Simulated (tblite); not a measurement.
Isomers of C2H7Cl3P2Si2. Level: GFN2-xTB in tblite, geometry and Hessian alike; calculated harmonic values, unscaled, isolated species. This tight-binding method is rough: wavenumbers can miss measured ones by several per cent, in bad cases by 10 to 20. Modes of hydrogen on phosphorus and silicon can be 10 to 20 % off. One conformer each.

Electronic energies: GFN2-xTB at the same geometries; isomer energies are rough at this level and their order can be wrong.

```json
{"SMILES": "C[Si]1(C(Cl)(Cl)Cl)P[SiH2]P1", "electronic energy, lowest = 0 (kcal/mol)": "8.6"}
{"SMILES": "ClC(Cl)(Cl)C[SiH]1P[SiH2]P1", "electronic energy, lowest = 0 (kcal/mol)": "1.0"}
{"SMILES": "ClCC(Cl)(Cl)[SiH]1P[SiH2]P1", "electronic energy, lowest = 0 (kcal/mol)": "0.0"}
```

Question: How do GFN2-xTB zero-point energies change the relative energies?

Answer: 
| SMILES | ZPE (kcal/mol) | of it from modes above 1550 cm⁻¹ | electronic (kcal/mol) | with ZPE, lowest = 0 (kcal/mol) | lowest mode (cm⁻¹) | rings |
| --- | --- | --- | --- | --- | --- | --- |
| ClCC(Cl)(Cl)[SiH]1P[SiH2]P1 | 50.8 | 24.8 | 0.0 | 0.0 | 21 | 1 |
| ClC(Cl)(Cl)C[SiH]1P[SiH2]P1 | 50.6 | 24.9 | 1.0 | 0.8 | 24 | 1 |
| C[Si]1(C(Cl)(Cl)Cl)P[SiH2]P1 | 51.2 | 26.1 | 8.6 | 9.0 | 19 | 1 |

The zero-point energies span 0.6 kcal/mol, from `ClC(Cl)(Cl)C[SiH]1P[SiH2]P1` to `C[Si]1(C(Cl)(Cl)Cl)P[SiH2]P1`. The order is unchanged.
